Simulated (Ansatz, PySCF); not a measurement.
C₃H₁₂Si₃, SMILES C=CC([SiH3])([SiH3])[SiH3]. Atoms are numbered in the order given.

```xyz
18

C      2.2163    -1.3223     0.0000
C      0.8790    -1.3045     0.0000
C     -0.0230    -0.0998     0.0000
Si    -1.1313    -0.1890     1.5420
Si     0.8935     1.5598     0.0000
Si    -1.1313    -0.1890    -1.5420
H      2.7606    -2.2696     0.0000
H      2.8214    -0.4103     0.0000
H      0.3624    -2.2759     0.0000
H     -2.1446     0.9099     1.5208
H     -1.8423    -1.5051     1.5640
H     -0.2999    -0.0670     2.7774
H      1.7538     1.6918     1.2158
H     -0.1144     2.6630     0.0000
H      1.7538     1.6918    -1.2158
H     -1.8423    -1.5051    -1.5640
H     -0.2999    -0.0670    -2.7774
H     -2.1446     0.9099    -1.5208
```

The structure is a stationary point at PBE0-D3(BJ)/def2-SVP. The structure was generated by enumeration, and PubChem lists no compound with its InChIKey, so it may never have been made. Other conformers were not sampled.

Two levels are set side by side: PBE-D3(BJ)/def2-SVP (Ansatz, a first-principles code) and PBE0-D3(BJ)/def2-SVP (Ansatz). Each level has its own optimised geometry; the coordinates shown are those of the second. Frequencies come from the Hessian of PySCF at each geometry. Differences are taken from unrounded values.

```
quantity                            PBE0-D3(BJ)  PBE-D3(BJ)  PBE-D3(BJ) minus PBE0-D3(BJ)
----------------------------------  -----------  ----------  ----------------------------
mean bond length (Å)                      1.487       1.497                         0.010
bond C1–C2 (Å)                            1.337       1.348                         0.011
bond C2–C3 (Å)                            1.505       1.511                         0.006
bond C3–Si4 (Å)                           1.901       1.914                         0.013
bond C3–Si5 (Å)                           1.896       1.908                         0.012
bond C3–Si6 (Å)                           1.901       1.914                         0.013
bond C1–H7 (Å)                            1.093       1.100                         0.008
bond C1–H8 (Å)                            1.095       1.103                         0.008
bond C2–H9 (Å)                            1.100       1.108                         0.008
bond Si4–H10 (Å)                          1.495       1.505                         0.010
bond Si4–H11 (Å)                          1.496       1.506                         0.010
bond Si4–H12 (Å)                          1.494       1.504                         0.010
bond Si5–H13 (Å)                          1.495       1.505                         0.010
bond Si5–H14 (Å)                          1.494       1.504                         0.010
bond Si5–H15 (Å)                          1.495       1.505                         0.010
bond Si6–H16 (Å)                          1.496       1.506                         0.010
bond Si6–H17 (Å)                          1.494       1.504                         0.010
highest harmonic wavenumber (cm⁻¹)         3263        3171                           -93
mean harmonic wavenumber (cm⁻¹)            1148        1110                           -38
zero-point energy (kcal/mol)              78.76       76.18                         -2.58
```

GGA bonds tend to be longer and softer than those of functionals with exact exchange. Differences between two approximate levels are no errors against the true value.
